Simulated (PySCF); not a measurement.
# Structure from 2D NMR

Compound of formula C9H8OSi. Correlations simulated from computed shifts and the bond graph:

HSQC (one-bond C–H):
```csv
δH,δC
10.93,192.8
8.70,153.2
8.54,136.0
8.06,145.7
7.65,132.7
6.78,139.7
```

COSY cross peaks (H two or three bonds apart, from the bond graph; peaks can be absent where the dihedral angle is near 90°):
```csv
δH,δH
8.70,6.78
8.54,7.65
8.06,7.65
6.78,4.89
```

HMBC (two and three bonds, from the bond graph):
```csv
δH,δC
10.93,"157.1, 136.0, 133.0"
8.70,"157.1, 140.9, 139.7, 133.0"
8.54,"192.8, 157.1, 145.7, 133.0, 132.7"
8.06,"157.1, 140.9, 136.0, 132.7"
7.65,"145.7, 140.9, 136.0, 133.0"
6.78,"157.1, 153.2, 140.9"
4.89,"157.1, 153.2, 145.7, 140.9, 139.7"
```

Carbons without hydrogens: δ 157.1, 140.9, 133.0.

Level of theory: σ from GIAO-PBE0/pcSseg-1, structure optimised with GFN2-xTB, in PySCF 2.14.0 with density-fitted response routines (no solvent model, rapidly exchanging positions averaged, non-relativistic Hamiltonian, a single conformation).

Referencing at the same level of theory: 1H, 13C against TMS.

Exchangeable hydrogens are left out of these lists.

Which molecule is this?

Answers

`O=Cc1cccc2c1C=C[SiH2]2`.

Atom-mapped SMILES (the numbers label the heavy atoms): `[O:1]=[CH:2][c:3]1[cH:4][cH:5][cH:6][c:7]2[c:8]1[CH:9]=[CH:10][SiH2:11]2` (H(Xn): hydrogen on atom n).

1. δC 192.8 is C2, an aldehyde carbonyl carbon (δH 10.93).
2. δC 157.1 is C8, a substituted aromatic carbon.
3. δC 153.2 is C9, an alkene CH (δH 8.70).
4. δC 145.7 is C6, an aromatic CH (δH 8.06).
5. δC 140.9 is C7, a substituted aromatic carbon.
6. δC 139.7 is C10, an alkene CH (δH 6.78).
7. δC 136.0 is C4, an aromatic CH (δH 8.54).
8. δC 133.0 is C3, a substituted aromatic carbon.
9. δC 132.7 is C5, an aromatic CH (δH 7.65).
10. HMBC from δH 10.93 reaches the proton-free carbons C8, C3.
11. HMBC from δH 8.70 reaches the proton-free carbons C8, C7, C3.
12. HMBC from δH 8.54 reaches the proton-free carbons C8, C3.
13. HMBC from δH 8.06 reaches the proton-free carbons C8, C7.
14. COSY links 8.70–6.78, 8.54–7.65, 8.06–7.65, 6.78–4.89.

This is the structure that produced the data.

Shifts are as computed. Against solution values, carbons near 30 ppm lie about +3 ppm off and those near 130 ppm about +5 ppm. Of 1211 compounds with measured shifts, 218 miss one by over three times the rms of a fit or turn the order of signals round; such compounds aren't used in these exercises.
